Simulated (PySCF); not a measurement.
Species: C₇H₁₃Cl.
Structure used (PBE0-D3(BJ)/def2-SVP), in Å, numbered top down from 1:
```
atom  x, y, z in Å
C1     2.140    0.763    0.086
C2     0.658    0.863    0.240
C3    -0.291    0.079   -0.298
C4    -0.006   -1.096   -1.188
C5    -1.751    0.372    0.005
C6    -2.462   -0.793    0.688
C7    -2.466    0.816   -1.268
Cl8   -4.123    1.417   -0.940
H9     2.461   -0.130   -0.467
H10    2.634    0.743    1.071
H11    2.540    1.645   -0.443
H12    0.313    1.688    0.876
H13   -0.400   -2.029   -0.754
H14    1.068   -1.239   -1.362
H15   -0.485   -0.982   -2.174
H16   -1.772    1.236    0.690
H17   -2.530   -1.672    0.027
H18   -1.926   -1.093    1.600
H19   -3.487   -0.506    0.963
H20   -2.572   -0.008   -1.988
H21   -1.922    1.639   -1.750
```

All values: PBE0/pcSseg-1 (PySCF, non-relativistic), on one gas-phase PBE0-D3(BJ)/def2-SVP geometry that isn't relaxed in the solvent. The solvent is an IEF-PCM continuum (van der Waals radii × 1.2). Only the electrostatic response of the medium enters.

```json
{"run": "gas", "E − E(gas) (kcal/mol)": "0.00", "HOMO (eV)": "-6.95", "HOMO–LUMO gap (eV)": "7.22", "dipole (D)": "2.46"}
{"run": "P", "E − E(gas) (kcal/mol)": "-1.55", "HOMO (eV)": "-6.85", "HOMO–LUMO gap (eV)": "7.20", "dipole (D)": "2.76"}
{"run": "Q", "E − E(gas) (kcal/mol)": "-3.39", "HOMO (eV)": "-6.79", "HOMO–LUMO gap (eV)": "7.18", "dipole (D)": "3.08"}
```

Question: The runs were made in benzene and methanol. Which run belongs to which solvent?

Answer: P = benzene, Q = methanol. The dielectric constants are 2.271 (benzene), 32.61 (methanol), and the energy falls further as ε rises. In this model the ground state sees the solvent through ε alone.

Question: How constant is the ratio of the lowering to (ε − 1)/(2ε + 1)?

Answer: 
| solvent | (ε − 1)/(2ε + 1) | E − E(gas) (kcal/mol) | ratio (kcal/mol) | polarisation term (kcal/mol) |
| --- | --- | --- | --- | --- |
| benzene | 0.229 | -1.55 | -6.8 | -1.64 |
| methanol | 0.477 | -3.39 | -7.1 | -3.84 |

The ratio changes by +4.9 % in size from benzene to methanol. The polarisation term is half the interaction of the solute with the induced surface charges.
